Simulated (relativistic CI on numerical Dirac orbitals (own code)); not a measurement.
**Hf13+: q coefficients and field-shift factors**

These numbers are calculated, not measured: Dirac-Coulomb-Breit CI, KLI orbitals optimised for each configuration, derivatives by finite differences, unscaled Slater integrals, QED left out (own radial code, finite nucleus).

CI space (outside the closed core [Kr]): 4d¹⁰4f¹¹5s², 4d¹⁰4f¹³, 4d¹⁰4f¹²5s, 4d¹⁰4f¹¹5s5p, 4d¹⁰4f¹²5p, 4d¹⁰4f¹²5f, 4d¹⁰4f¹¹5s6s, 4d⁹4f¹³5s. The list is cut by size and lacks configurations that can hold low levels.

With x = (α/α₀)² − 1 an excitation energy changes as ω = ω₀ + qx; K = 2q/ω₀ is the relative enhancement. Terms are leading LS components, so labels can repeat. The field-shift factor is F = δν/δ⟨r²⟩ for the transition from the lowest level.

Lowest level 4d¹⁰4f¹¹5s² ⁴I°15/2.

```csv
Level,ω₀ (cm⁻¹),q (cm⁻¹),K,F (GHz/fm²)
4d¹⁰4f¹¹5s² ⁴I°13/2,11798.8,11420,1.94,0.654
4d¹⁰4f¹¹5s² ⁴I°11/2,17834.3,11680,1.31,0.77
4d¹⁰4f¹¹5s² ⁴I°9/2,21192.1,6312,0.596,0.618
4d¹⁰4f¹¹5s² ⁴F°9/2,27303.6,8981,0.658,0.825
4d¹⁰4f¹¹5s² ⁴S°3/2,33098.5,2084,0.126,0.653
4d¹⁰4f¹¹5s² ²H°11/2,33174.0,9565,0.577,0.959
4d¹⁰4f¹¹5s² ⁴F°7/2,37061.7,10920,0.589,1.07
4d¹⁰4f¹¹5s² ⁴F°5/2,40031.4,10520,0.526,1.1
4d¹⁰4f¹¹5s² ⁴F°3/2,40430.9,10810,0.535,1.12
4d¹⁰4f¹¹5s² ⁴F°9/2,42325.2,17670,0.835,1.43
4d¹⁰4f¹¹5s² ²K°15/2,45547.2,8163,0.358,1.12
4d¹⁰4f¹¹5s² ⁴G°11/2,46905.6,11200,0.477,1.25
4d¹⁰4f¹¹5s² ²G°7/2,48683.1,11950,0.491,1.3
4d¹⁰4f¹¹5s² ⁴G°9/2,49652.5,14110,0.568,1.41
4d¹⁰4f¹¹5s² ²K°13/2,54981.6,15050,0.548,1.56
4d¹⁰4f¹¹5s² ²P°3/2,55715.8,16920,0.607,1.63
4d¹⁰4f¹¹5s² ²P°1/2,58030.3,10950,0.377,1.45
4d¹⁰4f¹¹5s² ⁴G°5/2,60487.3,16530,0.547,1.68
4d¹⁰4f¹¹5s² ⁴G°7/2,60501.4,21230,0.702,1.88
4d¹⁰4f¹¹5s² ²D°5/2,61555.3,15590,0.507,1.69
4d¹⁰4f¹¹5s² ²G°9/2,62902.7,30650,0.975,2.3
4d¹⁰4f¹¹5s² ²D°5/2,68695.3,5920,0.172,1.42
4d¹⁰4f¹¹5s² ²I°11/2,69901.5,7670,0.219,1.52
```

At this charge energies of transitions that change n are usually good to better than 1 %, and those within a shell (Δn = 0) to a few per cent. Terms inside the open d or f shell come out 10 to 20 % too wide with unscaled integrals. Levels and lines within the n = 5 or 6 shells can be off by up to 10 % or somewhat more, and those that change n by about 2 %, since core polarisation is missing.
